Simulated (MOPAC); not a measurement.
Input file for MOPAC: AM1 on BeH2O (SMILES [BeH][OH]), a point of a bond scan (R = 1.992 Å).

```
AM1 1SCF PRECISE CHARGE=0 THREADS=1
BeH2O

Be    -0.78408142 1    -0.35296304 1     0.02982263 1
H     -2.60090310 1    -1.16590691 1     0.10486208 1
O      0.51114037 1     0.18521819 1    -0.07360318 1
H      1.04249858 1     0.82503224 1     0.38968601 1
```

The log:

```
*******************************************************************************
 **                                                                           **
 **                              MOPAC v23.2.5                                **
 **                                                                           **
 *******************************************************************************
 ** MOPAC's Digital Object Identifier: https://doi.org/10.5281/zenodo.6511958 **
 **                                                                           **
 ** Please cite the open-source release paper for use of this MOPAC version:  **
 ** J. E. Moussa and J. J. P. Stewart (2026)                                  **
 ** MOPAC: An open-source semiempirical molecular orbital program             **
 ** J. Open Source Softw., 11(119), 8025, https://doi.org/10.21105/joss.08025 **
 *******************************************************************************

                              AM1 CALCULATION RESULTS

 *******************************************************************************
 *  AM1        - The AM1 Hamiltonian to be used
 *
 *
 *
 *                 CHARGE ON SYSTEM = 0
 *
 *
 *
 *  PRECISE    - TIGHTER CRITERIA TO BE USED
 *  1SCF       - DO 1 SCF AND THEN STOP
 *  THREADS=1  - MULTI-THREADING NOT USED
 *  T=         - A TIME OF 172800.0 SECONDS REQUESTED
 *  DUMP=N     - RESTART FILE WRITTEN EVERY 7200.0 SECONDS REQUESTED
 *******************************************************************************
AM1 1SCF PRECISE CHARGE=0 THREADS=1
 BeH2O

   ATOM   CHEMICAL          X               Y               Z
  NUMBER   SYMBOL      (ANGSTROMS)     (ANGSTROMS)     (ANGSTROMS)

     1      Be         -0.78408142  *  -0.35296304  *   0.02982263  *
     2       H         -2.60090310  *  -1.16590691  *   0.10486208  *
     3       O          0.51114037  *   0.18521819  *  -0.07360318  *
     4       H          1.04249858  *   0.82503224  *   0.38968601  *



          CARTESIAN COORDINATES

    NO.       ATOM           X           Y           Z

     1        Be         -0.7841     -0.3530      0.0298
     2         H         -2.6009     -1.1659      0.1049
     3         O          0.5111      0.1852     -0.0736
     4         H          1.0425      0.8250      0.3897

  H: (AM1): M.J.S. DEWAR ET AL, J. AM. CHEM. SOC. 107 3902-3909 (1985)
 Be: (AM1): J. J. P. STEWART, J. MOL. MOD., 10, 155-164 (2004)
  O: (AM1): M.J.S. DEWAR ET AL, J. AM. CHEM. SOC. 107 3902-3909 (1985)

           Empirical Formula: H2 O Be  =     4 atoms



      MOLECULAR POINT GROUP   :   Cs


      RHF CALCULATION, NO. OF DOUBLY OCCUPIED LEVELS = 5


 -------------------------------------------------------------------------------
 AM1 1SCF PRECISE CHARGE=0 THREADS=1
 BeH2O



     1SCF WAS SPECIFIED, SO BFGS WAS NOT USED
     SCF FIELD WAS ACHIEVED


                              AM1 CALCULATION
                                                       MOPAC v23.2.5 Linux




          FINAL HEAT OF FORMATION =        -27.80497 KCAL/MOL =    -116.33601 KJ/MOL


          COSMO AREA              =         75.51 SQUARE ANGSTROMS
          COSMO VOLUME            =         57.12 CUBIC ANGSTROMS

          IONIZATION POTENTIAL    =         10.730676 EV
          HOMO LUMO ENERGIES (EV) =        -10.731  0.695
          NO. OF FILLED LEVELS    =          5
          MOLECULAR WEIGHT        =         27.0274         POINT GROUP:  Cs

          MOLECULAR DIMENSIONS (Angstroms)

            Atom       Atom       Distance
            H     4    H     2     4.16165
            O     3    H     4     0.51143
            H     2   Be     1     0.00000


          SCF CALCULATIONS        =          1





   ATOM   CHEMICAL          X               Y               Z
  NUMBER   SYMBOL      (ANGSTROMS)     (ANGSTROMS)     (ANGSTROMS)

     1      Be         -0.78408142  *  -0.35296304  *   0.02982263  *
     2       H         -2.60090310  *  -1.16590691  *   0.10486208  *
     3       O          0.51114037  *   0.18521819  *  -0.07360318  *
     4       H          1.04249858  *   0.82503224  *   0.38968601  *

                             CARTESIAN COORDINATES

   1   Be       -0.784081420    -0.352963040     0.029822630
   2    H       -2.600903100    -1.165906910     0.104862080
   3    O        0.511140370     0.185218190    -0.073603180
   4    H        1.042498580     0.825032240     0.389686010


           Empirical Formula: H2 O Be  =     4 atoms



      MOLECULAR POINT GROUP   :   Cs


                  EIGENVALUES
 -35.55139 -16.69349 -12.27364 -12.26171 -10.73068   0.69520   2.96583   3.62567
   3.68448   6.89776


              NET ATOMIC CHARGES AND DIPOLE CONTRIBUTIONS

  ATOM NO.   TYPE          CHARGE      No. of ELECS.   s-Pop       p-Pop
    1         Be           0.377941        1.6221     0.77541     0.84665
    2          H           0.006045        0.9940     0.99395
    3          O          -0.611864        6.6119     1.74984     4.86202
    4          H           0.227877        0.7721     0.77212
 DIPOLE           X         Y         Z       TOTAL
 POINT-CHG.    -1.860    -0.316     0.700     2.012
 HYBRID         2.865     1.502     0.147     3.239
 SUM            1.005     1.186     0.847     1.771


          ATOMIC ORBITAL ELECTRON POPULATIONS

     Atom    s        px        py        pz
    1 Be   0.77541   0.45646   0.24608   0.14411
    2  H   0.99395
    3  O   1.74984   1.61303   1.56527   1.68372
    4  H   0.77212

 **********************
 *                    *
 * JOB ENDED NORMALLY *
 *                    *
 **********************




 == MOPAC DONE ==
```

The run finished.

Cost: roughly 0.020 core-seconds.
